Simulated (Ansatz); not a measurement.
Steps of a relaxation of C2H6N2Si (`C=N/C=N/[SiH3]`) with RKS PBE0-D4/def2-TZVP.

```sh
$ ansatz run in.yaml --threads 4 --pin off --events-out ev --progress --plain --max-ram 10444MiB
```

```yaml
crystal:
  periodic: [false, false, false]
  atoms:
    - {symbol: C, position_ang: [-1.566002, 1.778248, -0.887746]}
    - {symbol: N, position_ang: [-0.831270, 0.898459, -1.446975]}
    - {symbol: C, position_ang: [-0.237503, -0.130838, -0.720019]}
    - {symbol: N, position_ang: [0.528130, 0.071951, 0.286712]}
    - {symbol: Si, position_ang: [1.404626, -1.207194, 1.118104]}
    - {symbol: H, position_ang: [-1.833447, 1.741716, 0.193294]}
    - {symbol: H, position_ang: [-1.956284, 2.623286, -1.487635]}
    - {symbol: H, position_ang: [-0.452222, -1.132394, -1.174101]}
    - {symbol: H, position_ang: [1.092524, -2.587820, 0.577351]}
    - {symbol: H, position_ang: [2.882061, -0.961534, 0.988075]}
    - {symbol: H, position_ang: [1.034686, -1.150879, 2.573740]}
basis:
  gaussian: {orbitals: def2-TZVP}
hamiltonian: {xc: pbe0, dispersion: d4}
relax: {f_tol: 0.005, max_steps: 150}
```

Positions (Å) and forces (eV/Å) along the path, 11 of 13 steps:

```xyz
11
step=1 energy=-13021.1985 eV
C    -1.566    1.778   -0.888    0.373   -0.438   -0.072
N    -0.831    0.898   -1.447   -0.504    0.668    0.485
C    -0.238   -0.131   -0.720    0.415   -0.130    0.698
N     0.528    0.072    0.287   -0.465   -0.584   -0.751
Si    1.405   -1.207    1.118   -0.140    0.156   -0.121
H    -1.833    1.742    0.193    0.172   -0.011   -0.600
H    -1.956    2.623   -1.488    0.224   -0.524    0.286
H    -0.452   -1.132   -1.174    0.152    0.564    0.289
H     1.093   -2.588    0.577    0.047    0.336    0.108
H     2.882   -0.962    0.988   -0.338   -0.027    0.004
H     1.035   -1.151    2.574    0.061   -0.011   -0.325
11
step=2 energy=-13021.2579 eV
C    -1.538    1.765   -0.875   -0.153   -0.128    0.006
N    -0.818    0.897   -1.440   -0.106    0.129   -0.043
C    -0.231   -0.128   -0.710    0.181   -0.022    0.174
N     0.528    0.077    0.282   -0.026   -0.304   -0.072
Si    1.388   -1.198    1.109   -0.107    0.194   -0.092
H    -1.791    1.723    0.195    0.086    0.027   -0.157
H    -1.966    2.575   -1.474    0.151   -0.094    0.127
H    -0.439   -1.119   -1.153    0.017    0.155    0.094
H     1.068   -2.557    0.565    0.008    0.081    0.020
H     2.850   -0.950    0.973   -0.076   -0.023    0.014
H     1.013   -1.143    2.549    0.025   -0.014   -0.071
11
step=3 energy=-13021.2479 eV rejected
C    -1.562    1.723   -0.874    0.368    0.558    0.148
N    -0.829    0.881   -1.448    0.012   -0.152   -0.232
C    -0.223   -0.133   -0.719   -0.222   -0.043   -0.040
N     0.521    0.080    0.272    0.179   -0.006    0.186
Si    1.376   -1.181    1.105   -0.039    0.105   -0.056
H    -1.751    1.704    0.204   -0.163   -0.129    0.015
H    -1.919    2.585   -1.439   -0.197   -0.163   -0.015
H    -0.431   -1.122   -1.146    0.016   -0.101   -0.058
H     1.056   -2.530    0.559   -0.012   -0.067   -0.023
H     2.830   -0.934    0.972    0.068   -0.003    0.013
H     0.999   -1.130    2.536   -0.011    0.001    0.062
11
step=4 energy=-13021.2652 eV
C    -1.537    1.754   -0.871    0.040   -0.171   -0.025
N    -0.820    0.893   -1.450   -0.059    0.104    0.027
C    -0.228   -0.131   -0.718    0.021    0.015    0.058
N     0.533    0.076    0.268   -0.019   -0.097   -0.034
Si    1.384   -1.186    1.107   -0.040    0.062   -0.046
H    -1.775    1.699    0.198    0.027    0.031   -0.025
H    -1.950    2.578   -1.450    0.015    0.005    0.014
H    -0.449   -1.121   -1.149    0.028    0.049    0.035
H     1.063   -2.541    0.563    0.001    0.007    0.011
H     2.844   -0.947    0.981   -0.023   -0.002    0.009
H     1.002   -1.129    2.542    0.008   -0.003   -0.023
11
step=6 energy=-13021.2665 eV
C    -1.532    1.744   -0.865    0.005   -0.004    0.028
N    -0.825    0.888   -1.461   -0.021    0.004   -0.013
C    -0.226   -0.132   -0.729    0.005    0.009   -0.005
N     0.531    0.077    0.257   -0.002   -0.015   -0.001
Si    1.376   -1.179    1.104    0.000    0.005    0.004
H    -1.737    1.691    0.210   -0.004    0.011   -0.016
H    -1.959    2.572   -1.430    0.009   -0.009   -0.001
H    -0.441   -1.123   -1.157    0.008    0.001    0.005
H     1.056   -2.538    0.568    0.003    0.000   -0.002
H     2.836   -0.941    0.988   -0.002   -0.002   -0.002
H     0.987   -1.116    2.535   -0.001    0.000    0.001
11
step=7 energy=-13021.2666 eV
C    -1.532    1.745   -0.864    0.005   -0.001    0.014
N    -0.827    0.887   -1.461   -0.011   -0.002   -0.006
C    -0.227   -0.133   -0.729    0.001    0.006   -0.006
N     0.531    0.076    0.258   -0.001   -0.008    0.004
Si    1.376   -1.179    1.104    0.002    0.002   -0.002
H    -1.738    1.693    0.210   -0.001    0.005   -0.005
H    -1.957    2.572   -1.431    0.002   -0.002   -0.002
H    -0.441   -1.123   -1.157    0.004   -0.001    0.001
H     1.059   -2.538    0.567   -0.001   -0.001    0.001
H     2.836   -0.941    0.988    0.000    0.002    0.002
H     0.986   -1.116    2.535    0.000    0.000    0.000
11
step=8 energy=-13021.2666 eV
C    -1.532    1.745   -0.863    0.003    0.010   -0.004
N    -0.830    0.886   -1.461   -0.001   -0.011    0.002
C    -0.228   -0.134   -0.730    0.000    0.000   -0.004
N     0.529    0.075    0.257    0.000    0.004    0.004
Si    1.376   -1.179    1.104   -0.001   -0.001    0.002
H    -1.734    1.697    0.211    0.001   -0.004    0.006
H    -1.956    2.572   -1.430   -0.003    0.004   -0.002
H    -0.440   -1.125   -1.158   -0.001   -0.002   -0.004
H     1.061   -2.538    0.567    0.002    0.000   -0.001
H     2.836   -0.938    0.990    0.001    0.000   -0.001
H     0.984   -1.117    2.534    0.000    0.000    0.001
11
step=9 energy=-13021.2666 eV
C    -1.530    1.745   -0.862   -0.006    0.014   -0.008
N    -0.832    0.884   -1.462    0.004   -0.011    0.001
C    -0.229   -0.135   -0.731   -0.001   -0.003   -0.001
N     0.527    0.074    0.256   -0.001    0.009    0.003
Si    1.375   -1.178    1.104    0.003   -0.005    0.000
H    -1.728    1.699    0.213    0.003   -0.005    0.007
H    -1.956    2.571   -1.429   -0.001    0.003    0.000
H    -0.440   -1.126   -1.159   -0.002   -0.002   -0.005
H     1.063   -2.538    0.566    0.000    0.000    0.001
H     2.834   -0.935    0.991    0.002    0.002    0.001
H     0.981   -1.117    2.534   -0.001    0.000    0.001
11
step=11 energy=-13021.2667 eV
C    -1.528    1.745   -0.862    0.010    0.012   -0.003
N    -0.837    0.879   -1.464   -0.003    0.003    0.005
C    -0.233   -0.139   -0.732   -0.001   -0.008   -0.001
N     0.522    0.072    0.255   -0.001    0.007   -0.002
Si    1.374   -1.177    1.104    0.002   -0.005    0.000
H    -1.717    1.702    0.216   -0.002   -0.005   -0.001
H    -1.953    2.573   -1.426   -0.004   -0.006    0.000
H    -0.441   -1.130   -1.161   -0.001    0.000   -0.001
H     1.070   -2.538    0.565    0.000    0.001    0.001
H     2.832   -0.926    0.994    0.000    0.001    0.001
H     0.977   -1.119    2.533    0.000    0.000    0.001
11
step=12 energy=-13021.2667 eV rejected
C    -1.526    1.746   -0.861   -0.017   -0.015   -0.004
N    -0.839    0.879   -1.464    0.004    0.008    0.004
C    -0.234   -0.140   -0.733    0.002   -0.001    0.005
N     0.522    0.071    0.254   -0.005    0.002   -0.004
Si    1.373   -1.177    1.103    0.002   -0.002    0.001
H    -1.714    1.704    0.217    0.007    0.003   -0.004
H    -1.955    2.572   -1.426    0.007    0.003    0.003
H    -0.442   -1.131   -1.162   -0.001    0.002    0.001
H     1.071   -2.538    0.565    0.002    0.001   -0.001
H     2.832   -0.924    0.996   -0.001   -0.003    0.000
H     0.975   -1.119    2.532   -0.001    0.001    0.000
11
step=13 energy=-13021.2667 eV
C    -1.527    1.746   -0.862    0.003    0.003    0.000
N    -0.837    0.880   -1.464   -0.003   -0.001   -0.002
C    -0.233   -0.139   -0.732    0.001    0.000   -0.001
N     0.523    0.072    0.255    0.001    0.002    0.001
Si    1.374   -1.178    1.104    0.000   -0.001   -0.001
H    -1.717    1.703    0.216   -0.002   -0.002    0.001
H    -1.954    2.573   -1.427    0.000    0.000    0.000
H    -0.443   -1.130   -1.161    0.000   -0.002    0.001
H     1.071   -2.538    0.564    0.000    0.000    0.000
H     2.833   -0.926    0.995    0.000    0.000    0.000
H     0.976   -1.119    2.533    0.000    0.000    0.000
```

Hardware: 4 threads of an Arm Neoverse V1 on a shared host. Wall time 39 s, peak host memory 0.46 GiB.
